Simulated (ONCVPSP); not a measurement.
# Reading a pseudo-wave (niobium (Nb))

Columns: radius, all-electron u(r) and pseudo u(r) of the 4s shell (level -59.71 eV) of niobium in the configuration [Ar] 3d10 4s2 4p6 4d4 5p1; LDA (Perdew-Wang 92), scalar-relativistic, ONCV scheme, ONCVPSP 4.0.1.

| r (bohr) | all-electron | pseudo |
| --- | --- | --- |
| 0.093 | 0.3551 | 0.0236 |
| 0.185 | 0.0001 | 0.0640 |
| 0.278 | -0.4991 | 0.1341 |
| 0.370 | -0.5520 | 0.2359 |
| 0.463 | -0.2820 | 0.3678 |
| 0.555 | 0.0982 | 0.5174 |
| 0.648 | 0.4634 | 0.6746 |
| 0.740 | 0.7460 | 0.8208 |
| 0.833 | 0.9376 | 0.9431 |
| 0.925 | 1.0415 | 1.0255 |
| 1.018 | 1.0766 | 1.0620 |
| 1.110 | 1.0604 | 1.0529 |
| 1.203 | 1.0089 | 1.0065 |
| 1.295 | 0.9366 | 0.9361 |
| 1.388 | 0.8522 | 0.8521 |
| 1.480 | 0.7648 | 0.7647 |
| 1.573 | 0.6774 | 0.6773 |
| 1.665 | 0.5952 | 0.5951 |
| 1.758 | 0.5180 | 0.5180 |
| 1.850 | 0.4487 | 0.4487 |
| 1.943 | 0.3860 | 0.3859 |
| 2.035 | 0.3311 | 0.3310 |
| 2.128 | 0.2824 | 0.2823 |
| 2.220 | 0.2405 | 0.2404 |
| 2.313 | 0.2039 | 0.2038 |
| 2.405 | 0.1727 | 0.1727 |

(1) How many radial nodes do the two functions have?

(2) At about which radius was the pseudo-wave matched?

(3) Is the pseudo-wave norm-conserving?

## Answers

(1) The all-electron 4s function has n − l − 1 = 3 (the table is too coarse to show those close to the nucleus); the pseudo-wave has 0, since the states of the same l below it are removed with the core.

(2) 1.55 bohr. The columns agree to 0.0005 from 1.29 bohr on; several derivatives are matched, so the curves merge somewhat inside the radius.

(3) Yes: the ONCV scheme keeps the norm inside the radius equal to the all-electron one, which fixes the energy derivative of the logarithmic derivative at the level.
